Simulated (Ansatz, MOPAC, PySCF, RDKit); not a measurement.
Pair of molecules: aminoborane (SMILES BN) (first 6 atoms) with aminoborane (SMILES BN); geometry from B3LYP-D3(BJ)/def2-TZVP, rigid monomers moved along the line of their centres of mass till H5···N8 is 3.38 Å.
(charge 0, multiplicity 1):
```xyz
12

B     -0.7839     0.3552    -0.2907
N      0.4300    -0.1995     0.0779
H     -1.0886     0.4051    -1.4420
H     -1.5094     0.7811     0.5601
H      0.7315    -0.2696     1.0382
H      1.0855    -0.5799    -0.5849
B      0.2940    -0.7361     4.9853
N      0.0317     0.4266     4.2717
H     -0.4171    -1.6806     4.8315
H      1.2336    -0.7648     5.7193
H      0.5747     1.2693     4.3719
H     -0.7582     0.5363     3.6540
```

| level | interaction energy (kJ/mol) | cost |
|---|---|---|
| UFF | -2.8 | - |
| AM1 | -0.9 | - |
| PM7 | -9.8 | - |
| HF/STO-3G (no counterpoise) | -1.6 | - |
| HF/3-21G (no counterpoise) | -5.0 | - |
| HF/6-31G* | -3.2 | - |
| PBE-D3(BJ)/def2-TZVPPD | -6.1 | ×1 |
| PBE-D4/def2-TZVPPD | -6.0 | ×1 |
| r2SCAN/def2-TZVPPD | -4.1 | ×1 |
| r2SCAN-D3(BJ)/def2-TZVPPD | -5.3 | ×1 |
| r2SCAN-D4/def2-TZVPPD | -5.1 | ×1 |
| B3LYP/3-21G (no counterpoise) | -5.5 | - |
| B3LYP/6-31G* | -3.4 | - |
| B3LYP-D4/def2-TZVPPD | -5.0 | ×1 |
| PBE0-D4/def2-TZVPPD | -5.7 | ×1 |
| M06-2X/6-31G* (no counterpoise) | -6.5 | - |
| wB97X-V/def2-TZVPPD | -5.1 | ×3 |
| SCS-MP2/aug-cc-pVDZ | -4.4 | - |
| CCSD/aug-cc-pVDZ | -4.7 | - |
| CCSD(T)/aug-cc-pVDZ | -5.0 | ×10 |

The rows run from -9.8 (PM7) to -0.9 kJ/mol (AM1). The dispersion term adds -1.1 in r2SCAN-D3(BJ), -1.0 in r2SCAN-D4.

Monomers are frozen at their geometry in the pair; levels with a basis set take the counterpoise correction. Rows marked so take none. RDKit's UFF carries no charges.

Correlated levels freeze the cores. Rows in 3-21G, 6-31G*, STO-3G carry no dispersion term and start afresh at each structure (6-31G* with six Cartesian d functions). The state reached by AM1, PM7 isn't checked; PM7 holds dispersion and hydrogen-bond terms.

Codes used: Ansatz (Gaussian orbitals); MOPAC for AM1, PM7 (differences of heats of formation); PySCF for 3-21G rows, 6-31G* rows, STO-3G rows, the dispersion terms; RDKit for the force fields. 

Costs are rough ratios of core time to PBE/def2-TZVPPD (about 9 s over the structures, on one shared machine); a dash marks a level with no comparable run of its own.

Ansatz is a quantum-chemistry and plane-wave program.
